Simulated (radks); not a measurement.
These are the eigenvalues of the occupied orbitals of an atom or ion with whole-number occupations (eV). Method: scalar-relativistic Kohn-Sham, PBEsol, spin-polarised, spherical densities, finite nucleus; Fermi nuclear charge, rms radius of each element as measured or else 0.836 A^(1/3) + 0.57 fm; computed with a radial shooting solver on a logarithmic mesh with Libxc functionals.

| orbital | eigenvalue |
|---|---|
| 1s down | -69460.31 |
| 1s up | -69460.30 |
| 2s up | -12002.98 |
| 2s down | -12002.80 |
| 2p up | -10503.20 |
| 2p down | -10503.06 |
| 3s up | -2776.348 |
| 3s down | -2776.296 |
| 3p up | -2332.016 |
| 3p down | -2331.957 |
| 3d up | -1819.913 |
| 3d down | -1819.798 |
| 4s up | -585.0271 |
| 4s down | -584.8768 |
| 4p up | -439.2000 |
| 4p down | -439.0579 |
| 4d up | -254.1844 |
| 4d down | -254.0116 |
| 5s up | -95.6884 |
| 5s down | -94.0293 |
| 5p up | -60.1220 |
| 5p down | -57.8711 |
| 4f up | -49.2521 |
| 4f down | -48.8626 |
| 5d up | -20.9848 |

Which element is it, and in what charge state? The configuration may be excited. Open shells, if any, are filled with parallel spins first.

Answer. Z = 74, tungsten, charge +2: W2+ in [Xe] 4f14 5d4. The list shows which subshells hold electrons but not how many an open one holds; the 1s level, -2552.6 hartree, gives Z - s = 71.5 by -(Z - s)^2/2, which with screening and relativity narrows Z to a few neighbours, and the depths of the outer levels then fix element, charge and occupations together.
